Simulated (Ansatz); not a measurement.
Two structures, one formula

Two relaxed structures of H3SeS (charge +1), closed shell (PBE0-D4/def2-TZVP; forces vanish, vibrations not checked).

A:

| atom | x (Å) | y (Å) | z (Å) |
| --- | --- | --- | --- |
| S1 | -0.7238 | -0.2786 | 0.0858 |
| Se2 | 1.2634 | 0.6683 | -0.1491 |
| H3 | -0.4578 | -1.2014 | 1.0416 |
| H4 | -0.7008 | -1.1785 | -0.9268 |
| H5 | 0.6190 | 1.9902 | -0.0515 |

B:

S1  (1.219, 0.640, -0.143)
Se2  (-0.756, -0.276, 0.090)
H3  (-0.402, -1.289, 1.112)
H4  (-0.664, -1.263, -1.010)
H5  (0.686, 1.876, -0.062)
(Å)

Program: Ansatz 0.2.0. Basis: def2-TZVPP. Cores are frozen in the correlated methods. Filled d shells of the heavier atoms are correlated. The def2 sets are not built for correlating such inner shells, so the correlated values are less sure here. B3LYP uses VWN-RPA correlation.

**Question.** Which structure is lower at CCSD(T), and by how much? (Judge from chemistry; the value comes from the calculation.)

**Answer.** The calculation gives: A, by 0.093 eV (electronic energy, against the other). By their contacts, A is H₃SeS ([SH2][SeH]), total charge +1 and B is H₃SeS ([SH][SeH2]), total charge +1.

All methods give the same order:

```
   method  E(B) − E(A) (eV)
   PBE-D4             0.127
r2SCAN-D4             0.137
  PBE0-D4             0.139
 B3LYP-D4             0.153
  wB97M-V             0.158
       HF             0.185
      MP2             0.111
     CCSD             0.102
  CCSD(T)             0.093
```

The T1 diagnostic stays at or below 0.011.

Labels in which every atom is bracketed show which atoms are joined, not bond orders.

For scale, one of the runs: CCSD(T)/def2-TZVPP, 132 basis functions, launched by `ansatz run in.yaml --threads 2 --pin off --events-out ev --progress --plain --max-ram 4352MiB`. Hardware: 2 CPU threads of an Arm Neoverse V1, shared host. Wall time 13 s; peak host memory 0.63 GiB.
